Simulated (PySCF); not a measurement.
A side-by-side comparison of computed properties.

First species: C₅H₁₀OP₂.
SMILES: `COC(C)=C=PCP`

Second species: C8H12NP.
Z-matrix (Å and degrees, GFN2-xTB geometry), rows numbered from 1:
```
C 
C   1  1.3189
C   2  1.5031  1  124.37
N   3  1.4439  2  111.01  1   130.20
C   4  1.3610  3  122.41  2    93.46
C   5  1.3612  4  114.23  3  -175.87
C   6  1.4945  5  124.56  4  -179.28
P   6  1.7732  5  110.73  4     0.33
C   4  1.3566  3  124.35  2   -81.09
C   9  1.4909  4  121.05  3    -4.27
H   1  1.0764  2  121.86  3   179.70
H   1  1.0783  2  121.85  3     0.33
H   2  1.0822  1  120.98  3   179.27
H   3  1.0929  2  110.38  1     8.03
H   3  1.0959  2  109.20  1  -111.07
H   5  1.0768  4  119.18  3     4.61
H   7  1.0886  6  110.40  5    -3.75
H   7  1.0897  6  110.61  5   116.54
H   7  1.0893  6  110.63  5  -124.21
H  10  1.0909  9  111.15  4    58.84
H  10  1.0919  9  111.39  4   -61.98
H  10  1.0870  9  109.07  4   178.67
```

Levels: PBE0/pcSseg-1 for dipole moment, HOMO energy, LUMO energy and HOMO–LUMO gap; GFN2-xTB for rotational constant A and rotational constant C. Geometries: GFN2-xTB. Each structure is a single optimised conformer of the isolated species, non-relativistic unless stated; the electronic structure was computed with PySCF and density fitting.

The conformers computed, where there is a choice (atom-mapped SMILES and torsion angles):
- `[CH3:1][O:2][C:3]([CH3:4])=[C:5]=[P:6][CH2:7][PH2:8]`: C1–O2–C3–C4 6°, C5–P6–C7–P8 60°, H–P8–C7–P6 -50°, H–P8–C7–P6 43°
- `[CH2:1]=[CH:2][CH2:3][n:4]1[cH:5][c:6]([CH3:7])[p:8][c:9]1[CH3:10]`: C1–C2–C3–N4 130°, C2–C3–N4–C5 93°

Problem. Which has the higher dipole moment?

Solution. The second: 3.64 D against 3.31 D, a difference of 0.33 D.

Problem. Which of the two has the higher LUMO energy, and by how much?

Solution. The second: -0.17 eV against -1.40 eV, a difference of 1.23 eV.

Problem. Which has the higher rotational constant A?

Solution. The first: 2.327 GHz against 2.114 GHz, a difference of 0.213 GHz.

Problem. Which of the two has the higher HOMO–LUMO gap, and by how much?

Solution. The second: 5.75 eV against 4.77 eV, a difference of 0.98 eV.

Problem. Which of the two has the higher HOMO energy, and by how much?

Solution. The second: -5.92 eV against -6.17 eV, a difference of 0.25 eV.

Problem. Which has the higher rotational constant C?

Solution. The second: 0.608 GHz against 0.591 GHz, a difference of 0.017 GHz.

On the first: In atomic units the dipole is 1.30 e·bohr (1 au = 2.5417 D).

On the second: The dipole matches unit charges of opposite sign 0.76 Å apart (1 e·Å = 4.8032 D).
